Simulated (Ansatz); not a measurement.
A nudged elastic band was laid between two geometries of BClH5NSi (9 atoms, charge 0, multiplicity 1).

Theory: Ansatz, RKS B3LYP/def2-SVP.

* movable images: 7
* climbing image: yes
* spring: 5.0 eV/Å²
* optimiser: quadratic models (default)
* start path: through a guess of the saddle point
* force threshold: 0.05 eV/Å
* iteration limit: 60
* end points: relaxed

Image 0:

```xyz
9
Properties=species:S:1:pos:R:3
B -0.613 1.377 -0.656
Si 0.441 -0.272 -0.298
N 0.509 -0.759 1.349
Cl -0.853 -1.432 -1.553
H -0.395 2.072 -1.616
H -1.588 1.618 0.013
H 1.808 -0.451 -0.850
H 1.085 -1.542 1.644
H -0.305 -0.657 1.949
```

Image 8:

```xyz
9
Properties=species:S:1:pos:R:3
B -0.089 1.364 -0.804
Si -0.134 -0.501 -0.227
N 0.110 -1.086 1.343
Cl -0.153 -2.214 -1.401
H -0.850 1.536 -1.733
H -0.289 2.003 0.215
H 1.096 1.363 -1.145
H 0.235 -2.062 1.599
H 0.163 -0.450 2.136
```

Q: Which bonds break or form, and what moves?

A: Bonds broken: Si2–H7. Bonds formed: B1–H7.

Q: Give the energies along the band, and the barrier.

A: The run converged. The highest image is number 4 of 0 to 8, 0.42 eV above the first end and 0.63 eV above the last; the last end lies 0.21 eV below the first. A vibrational analysis at the climbing image gives one clearly imaginary mode, 359i cm⁻¹: a first-order saddle point. The orbitals stay closed-shell, which can raise the energy where a bond breaks towards radicals; this wasn't checked here.

```csv
image,path coordinate (Å),energy (eV),Si2–H7 (Å),B1–H7 (Å)
0,0.00,0.00,1.49,3.04
1,0.71,0.05,1.49,2.98
2,1.43,0.13,1.49,2.88
3,2.14,0.25,1.51,2.60
4,2.86,0.42,1.57,2.00
5,3.24,0.21,1.71,1.57
6,3.63,-0.16,1.99,1.28
7,4.02,-0.20,2.22,1.25
8,4.40,-0.21,2.41,1.23
```

Q: What is the geometry of the highest image?

A: 
```xyz
9
Properties=species:S:1:pos:R:3
B -0.608 1.373 -0.670
Si 0.019 -0.390 -0.264
N 0.144 -1.063 1.302
Cl -0.021 -1.966 -1.616
H -0.816 1.668 -1.818
H -0.444 2.225 0.169
H 1.203 0.523 -0.752
H 0.694 -1.891 1.503
H -0.084 -0.525 2.130
```

Q: What are the harmonic wavenumbers there?

A: 359i, 172, 198, 264, 329, 424, 444, 542, 598, 736, 831, 860, 873, 932, 1125, 1524, 1850, 2576, 2686, 3580, 3682 cm⁻¹.

The run took 3 min on 2 threads of Intel(R) Xeon(R) Platinum 8488C (Sapphire Rapids), with other jobs on the host, peak memory 0.19 GiB.
